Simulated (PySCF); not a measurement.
A species of formula H7NOSi2 has this rotational fingerprint, computed with PBE0-D3(BJ)/def2-SVP geometry optimisation, gas phase in PySCF 2.14.0:

```
Rotational constants : A = 10813, B = 2012, C = 1790 MHz
Dipole components    : |μa| = 1.84 D, |μb| = 0.25 D, |μc| = 1.65 D
Inertial defect      : -15.58 u·Å²
κ                    : -0.95
```

Question: Which structure is it? (One computed conformer of each.)
A. `[NH2:1][SiH2:2][SiH2:3][OH:4]` with H–N1–Si2–Si3 -51° and 169°, N1–Si2–Si3–O4 167°, Si2–Si3–O4–H -47°
B. `[NH2:1][SiH2:2][O:3][SiH3:4]` with H–N1–Si2–O3 -71° and 83°, N1–Si2–O3–Si4 -45°
C. `[OH:1][SiH2:2][NH:3][SiH3:4]` with H–O1–Si2–N3 61°, O1–Si2–N3–Si4 -110°

Answer: A. It is N[SiH2][SiH2]O, a near-prolate asymmetric top, point group C1. The candidates at the same level (rigid rotor, commonest isotopes):

| SMILES | A (MHz) | B (MHz) | C (MHz) | μa (D) | μb (D) | μc (D) | Δ (u·Å²) | point group | rotor |
| --- | --- | --- | --- | --- | --- | --- | --- | --- | --- |
| N[SiH2]O[SiH3] | 10157 | 2235 | 1957 | 0.46 | 1.73 | 0.03 | -17.59 | C1 | near-prolate asymmetric top |
| N[SiH2][SiH2]O | 10813 | 2012 | 1790 | 1.84 | 0.25 | 1.65 | -15.58 | C1 | near-prolate asymmetric top |
| O[SiH2]N[SiH3] | 12672 | 1907 | 1832 | 0.84 | 0.88 | 0.30 | -28.95 | C1 | near-prolate asymmetric top |

`N[SiH2]O[SiH3]` has B 11 % too high; `O[SiH2]N[SiH3]` has A 17 % too high. No structure here is proved a minimum.
